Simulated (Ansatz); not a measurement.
Ansatz (a program for electronic structure) input (CCSD(T)/def2-SVPD):

Ansatz 0.2 input:
```yaml
crystal:
  periodic: [false, false, false]
  atoms:
    - {symbol: F, position_ang: [-0.00000000, -0.00000000, -2.39460935]}
    - {symbol: Be, position_ang: [-0.00000000, -0.00000000, -1.02112806]}
    - {symbol: Be, position_ang: [0.00000000, 0.00000000, 1.02112806]}
    - {symbol: F, position_ang: [0.00000000, 0.00000000, 2.39460935]}
basis:
  gaussian:
    orbitals: def2-SVPD
magnetization: {spin_polarized: false}
correlation: {method: ccsd_t, electrons: outside_noble_gas}
output: {forces: true}
```

End of the output:

```
integrals: 0.05 GiB planned
750 factors; integrals over basis functions are off by at most 1.4e-4 eV
mean field: 0.15 GiB planned
mean field evaluation 1: about -6203.7032 eV, gradient 4.3e1 eV
mean field evaluation 2: about -6203.7637 eV, gradient 4.3e1 eV
mean field evaluation 4: about -6207.5684 eV, gradient 1.8e0 eV
mean field evaluation 8: about -6207.5888 eV, gradient 6.3e-2 eV
mean field evaluation 16: about -6206.1204 eV, gradient 3.0e1 eV
mean field -6207.58884009 eV, -228.1246822186 hartree, gradient 1.8e-6 eV, S^2 0.000000; 0 other end points of the search recorded, 0 dependent functions left out
4 core orbitals not correlated
reference -6207.58884009 eV, -228.1246822186 hartree; 9, 9 occupied and 57, 57 virtual orbitals, 750 factors
densities: 0.22 GiB planned
second order -12.27381662 eV of doubles, -0.00000000 eV of singles
coupled cluster: 0.17 GiB planned
cycle   1  -12.13298011 eV  change    1.4e-1 eV  update   1.0e-1
cycle   2  -12.44821278 eV  change   -3.2e-1 eV  update   3.2e-2
cycle   3  -12.54199094 eV  change   -9.4e-2 eV  update   1.8e-2
cycle   4  -12.53494388 eV  change    7.0e-3 eV  update   3.0e-3
cycle   5  -12.53186099 eV  change    3.1e-3 eV  update   1.3e-3
cycle   6  -12.53242599 eV  change   -5.7e-4 eV  update   3.1e-4
cycle   7  -12.53245480 eV  change   -2.9e-5 eV  update   1.1e-4
cycle   8  -12.53237042 eV  change    8.4e-5 eV  update   3.8e-5
cycle   9  -12.53236061 eV  change    9.8e-6 eV  update   1.2e-5
perturbative correction -0.25121026 eV, -0.0092318068 hartree
the calculation of the forces begins
Total energy: -6220.37241096 eV, -228.5944697830 hartree
Atom 0 at    -0.000000    -0.000000    -2.394609 Å, force     0.000000    -0.000000    -1.711663 eV/Å
Atom 1 at    -0.000000    -0.000000    -1.021128 Å, force    -0.000000    -0.000000     1.508052 eV/Å
Atom 2 at     0.000000     0.000000     1.021128 Å, force    -0.000000     0.000000    -1.508052 eV/Å
Atom 3 at     0.000000     0.000000     2.394609 Å, force     0.000000     0.000000     1.711663 eV/Å
Dipole moment:     0.000000     0.000000     0.000000 e Å
```
